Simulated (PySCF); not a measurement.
## Calculated NMR parameters of C[SiH2]O[SiH2]C

| Quantity | Value |
| --- | --- |
| Formula | C2H10OSi2 |
| SMILES | C[SiH2]O[SiH2]C |
| InChI | InChI=1S/C2H10OSi2/c1-4-3-5-2/h4-5H2,1-2H3 |
| Point group of the computed structure | C2v |
| Degrees of unsaturation | 0 |
| Carbon signals | 1 |
| Proton signals | 2 |

Atoms are numbered as in `[CH3:1][SiH2:2][O:3][SiH2:4][CH3:5]`. Each H is labelled by its parent atom.

PySCF 2.14.0 with density-fitted response routines calculation with structure optimised with GFN2-xTB and σ from GIAO-PBE0/pcSseg-1; one conformer, in vacuum, one averaged value for each set of equivalent atoms, relativity neglected.

Referencing at the same level of theory: ¹H (σref 31.72) and ¹³C (σref 186.93) and ²⁹Si (σref 349.16) vs TMS; ¹⁷O (σref 336.08) against H2O.

```tsv
carbon	δC, type	δH (multiplicity)	HMBC from (2–3 bonds)	span of the C tensor (ppm)
C1/C5	0.8, CH3	0.25 (t)	H(Si2)/H(Si4)	22
```

Other nuclei:
```json
{"atoms": "H(Si2)/H(Si4)", "nucleus": "¹H", "environment": "hydrogen on a silicon bonded to C, O", "δ (ppm)": "5.23", "σ (ppm)": "26.49"}
{"atoms": "Si2/Si4", "nucleus": "²⁹Si", "environment": "silicon bonded to C, O, 2 H", "δ (ppm)": "-24.0", "σ (ppm)": "373.1"}
{"atoms": "O3", "nucleus": "¹⁷O", "environment": "oxygen bonded to 2 Si", "δ (ppm)": "29.5", "σ (ppm)": "306.6"}
```

1. Carbon types of the structure: 2 × CH3, leaving 4 H on heteroatoms.
2. δC 0.8: methyl carbon bonded to Si; an electropositive neighbour leaves it electron-rich and shielded.
3. δH 5.23: hydrogen on a silicon bonded to C, O.
4. δH 0.25: hydrogen on a methyl carbon bonded to Si; an electropositive neighbour shields it, as in TMS itself.

Shifts are as computed. Against solution values, carbons near 30 ppm lie about +3 ppm off and those near 130 ppm about +5 ppm. Of 1211 compounds with measured shifts, 218 miss one by over three times the rms of a fit or turn the order of signals round; such compounds aren't used in these exercises. Experimental scales use liquid or dissolved standards, which lie at an offset from isolated H2O (liquid H2O: subtract about 36 ppm). No couplings were computed; multiplicities are counted from neighbouring protons, with m where these are inequivalent, close in shift, in a saturated or five-membered ring or joined by F or P, and br s for small geminal =CH2 splittings.
